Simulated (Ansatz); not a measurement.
Ansatz results at the PBE0-D4/def2-TZVP geometry: HOMO–LUMO gap (PBE0/def2-TZVPP) 7.35 eV; HOMO energy (PBE0/def2-TZVPP) -7.33 eV; HOMO energy (PBE/def2-TZVPP) -6.09 eV.

Each molecule was computed in one conformer, which needn't be the lowest.

(1) Which molecule gave them?
A. `OC[CH2][GeH3]`
B. `BOC(C)F`
C. `O=[C](O)[GaH2]`
D. `N[AsH]O`

Results:

(1) D. The others give `OC[CH2][GeH3]`: 8.70, -7.92, -6.24; `O=[C](O)[GaH2]`: 5.62, -7.50, -6.14; `BOC(C)F`: 8.27, -8.96, -7.44.
